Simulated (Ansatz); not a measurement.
CH3ClFGaO (`C[O][Ga]([F])[Cl]`), 8 atoms. Total charge 0; spin multiplicity 1. Correlated methods include outer-core shells of Ga, which these sets cover unevenly. Scalar relativity is left out up to krypton. All runs use 4 threads of an Arm Neoverse V1 on a shared host. Correlated methods freeze the cores.

Task: How many basis functions does each run have, and how long does it take in Ansatz? RKS ωB97M-V/def2-QZVPP energy; RKS PBE0-D4/def2-TZVPP energy; RKS ωB97M-V/def2-TZVPP energy and forces; RKS LC-ωPBE/def2-TZVPP energy; RKS r2SCAN0-D4/def2-TZVPP energy; RHF-CCSD(T)/def2-TZVPP energy; RKS PBE0-D4/def2-TZVP relaxation (6 steps); RHF-MP2/def2-QZVPP energy; RKS ωB97M-V/def2-SVP energy; RKS PBE0-D4/def2-QZVPP energy; RKS PBE0-D4/def2-SVP energy; direct RPA on PBE orbitals/def2-TZVPP energy. (Estimate.)

Result: Computed: Other jobs shared the machine, so times are rough.

```tsv
level	job	functions	wall time	peak host memory (GiB)
RKS PBE0-D4/def2-SVP	energy	107	1.5 s	0.45
RKS LC-ωPBE/def2-TZVPP	energy	225	2.5 s	0.45
RKS PBE0-D4/def2-TZVPP	energy	225	3.4 s	0.62
RKS ωB97M-V/def2-SVP	energy	107	6 s	0.45
RKS r2SCAN0-D4/def2-TZVPP	energy	225	6 s	0.64
direct RPA on PBE orbitals/def2-TZVPP	energy	225	9.1 s	0.52
RKS ωB97M-V/def2-TZVPP	energy and forces	225	12 s	0.83
RKS PBE0-D4/def2-QZVPP	energy	420	13 s	1.6
RHF-MP2/def2-QZVPP	energy	420	24 s	2.1
RKS ωB97M-V/def2-QZVPP	energy	420	26 s	1.9
RKS PBE0-D4/def2-TZVP	relaxation (6 steps)	196	29 s	0.58
RHF-CCSD(T)/def2-TZVPP	energy	225	3 min	3.8
```

LC-ωPBE has ω = 0.4 bohr⁻¹.
